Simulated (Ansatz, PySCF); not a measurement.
Gas-phase reaction in SMILES: C[Si](C)(N)N → C[Si](C)N + [NH2] (NH2) (the N-Si bond at the site shown breaks; other sites are not compared here)
Geometries: B3LYP-D3(BJ)/def2-TZVP minima from Ansatz (an electronic-structure program), one conformer each, not searched for the lowest. Frequencies are from Ansatz or PySCF.

Quantity: bond dissociation energy (0 K, with B3LYP-D3(BJ) harmonic zero-point energies), in kcal/mol. Cores are frozen in the correlated levels unless marked. UHF or UKS for open shells. Spin-orbit coupling is left out. Non-relativistic. CBS marks a two-point X^-3 extrapolation of the correlation energy; Hartree-Fock from the larger set.

```json
[
 {"level": "HF/STO-3G", "program": "Ansatz", "bond dissociation energy (kcal/mol)": "84.4"},
 {"level": "HF/cc-pV(Q+d)Z", "program": "Ansatz", "bond dissociation energy (kcal/mol)": "80.1"},
 {"level": "PBE0/STO-3G", "program": "Ansatz", "bond dissociation energy (kcal/mol)": "104.8"},
 {"level": "PBE0-D4/def2-TZVP", "program": "Ansatz + dftd4", "bond dissociation energy (kcal/mol)": "104.5"},
 {"level": "HSE06-D3(BJ)/def2-TZVPD", "program": "Ansatz + dftd3", "bond dissociation energy (kcal/mol)": "103.4"},
 {"level": "B2GP-PLYP/def2-TZVPD", "program": "Ansatz", "bond dissociation energy (kcal/mol)": "106.1"},
 {"level": "MP2/6-31G*", "program": "Ansatz", "bond dissociation energy (kcal/mol)": "105.3"}
]
```

**Question.** Predict the CCSD(T)/CBS(cc-pV(T+d)Z,cc-pV(Q+d)Z) result (Ansatz).

**Answer.** 110.2 kcal/mol, so MP2/6-31G* differs from it by -4.9 kcal/mol.
